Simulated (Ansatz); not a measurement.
One change: `[CH3][Zn][PH2]` becomes `[CH3][Zn][NH2]`.

Ansatz, PBE0-D4/def2-TZVP geometries, multiplicity 1. Each molecule was computed in one conformer, which needn't be the lowest.

Scalar relativity is left out up to krypton.

```csv
property,`[CH3][Zn][PH2]`
size of the dipole moment (PBE/def2-TZVPP) / D,1.18
LUMO energy (B3LYP/def2-TZVPP) / eV,-0.70
HOMO energy (PBE0/def2-TZVPP) / eV,-6.79
HOMO–LUMO gap (PBE0/def2-TZVPP) / eV,6.34
HOMO energy (ωB97M-V/def2-TZVPP) / eV,-8.83
LUMO energy (ωB97M-V/def2-TZVPP) / eV,0.97
```

(1) Give the same properties after the change, and the shifts. (Estimate.)

## Answers

(1) Ansatz gave: 
| property | `[CH3][Zn][NH2]` | shift |
| --- | --- | --- |
| size of the dipole moment (PBE/def2-TZVPP) / D | 0.74 | -0.44 |
| LUMO energy (B3LYP/def2-TZVPP) / eV | -0.29 | 0.41 |
| HOMO energy (PBE0/def2-TZVPP) / eV | -6.59 | 0.20 |
| HOMO–LUMO gap (PBE0/def2-TZVPP) / eV | 6.61 | 0.27 |
| HOMO energy (ωB97M-V/def2-TZVPP) / eV | -8.99 | -0.16 |
| LUMO energy (ωB97M-V/def2-TZVPP) / eV | 1.29 | 0.32 |

With PBE0 the HOMO rises by 0.20 eV and the LUMO rises by 0.47 eV, so the gap widens by about 0.27 eV. PBE moves the HOMO by 0.52 eV and ωB97M-V by -0.16 eV. Dipoles are sizes alone; their direction can turn.

B3LYP here is the variant with VWN-RPA as its local correlation; programs differ in this.
